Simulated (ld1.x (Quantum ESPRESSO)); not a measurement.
**nitrogen (N): one change to a PAW potential, before and after**

ld1.x (Quantum ESPRESSO) 7.5 input, shortened:

```
&input
   title='N', zed=7., rel=1, dft='PBE', iswitch=3,
   config='[He] 2s2 2p3'
 /
 &inputp
   pseudotype=3, lpaw=.true., tm=.true., lloc=-1, rcloc=1.90,
   nlcc=.true., new_core_ps=.true.,
   which_augfun='PSQ', rmatch_augfun_nc=.true.
 /
4
2S  1  0   2.00   0.00  0.85  1.15  0.0
2S  1  0   0.00  -0.50  0.85  1.15  0.0
2P  2  1   3.00   0.00  1.70  2.25  0.0
2P  2  1   0.00   0.20  1.70  2.25  0.0
 &test
   configts(1)='2s2 2p3'
 /
```

Change: waves 2p (bound): rcut 1.52, rcutus 1.62 bohr; 2p channel at 0.2 Ry: rcut 1.52, rcutus 1.62 bohr.

Cutoffs: the cutoffs (Ry, on a coarse ladder) from which the occupation-weighted sum of valence levels, in a spherical-Bessel basis at the reference potential, stays within 10 and 1 mRy of its value at 400 Ry; they do not see the model core or the augmentation charge, which bear on the density cutoff. Errors are all-electron minus pseudo energies relative to the spin-unpolarised reference configuration.

How do hardness, ghosts and transferability respond?

The potential gets harder (15 Ry and 25 Ry → 25 Ry and 40 Ry); of the 7 tests that both files solve, the error grows in 0 and shrinks in 6 by more than 15 % and 0.3 meV (median size 5.2 → 1.3 meV); neither file shows a bound ghost. A smaller radius makes the pseudo-wave follow the all-electron one further in, where it bends more sharply, so more plane waves are needed. Less of the atom is replaced, so other configurations are described better.

| quantity | base | changed |
| --- | --- | --- |
| cutoff, loose | 15 Ry | 25 Ry |
| cutoff, tight | 25 Ry | 40 Ry |
| loose cutoff by channel (10 mRy a level) | s 12 Ry, p 12 Ry | s 12 Ry, p 25 Ry |
| bound ghosts | none | none |
| error for 2s2 2p2, meV [ΔE 13.59 eV] | -5.2 | -0.8 |
| error for 2s2 2p1, meV [ΔE 42.45 eV] | -23 | -1.9 |
| error for 2s2 2p0, meV [ΔE 89.53 eV] | +21 | +9.6 |
| error for 2s1 2p3, meV [ΔE 25.37 eV] | -8.9 | -1.3 |
| error for 2s1 2p4, meV [ΔE 11.51 eV] | -0.6 | -0.4 |
| error for 2s0 2p5, meV [ΔE 23.04 eV] | -2.1 | -1.7 |
| error for 2s2 2p2.5, meV [ΔE 5.09 eV] | -1.0 | -0.3 |
| lowest overlap eigenvalue by channel | s 0.60, p 0.59 | s 0.60, p 0.92 |
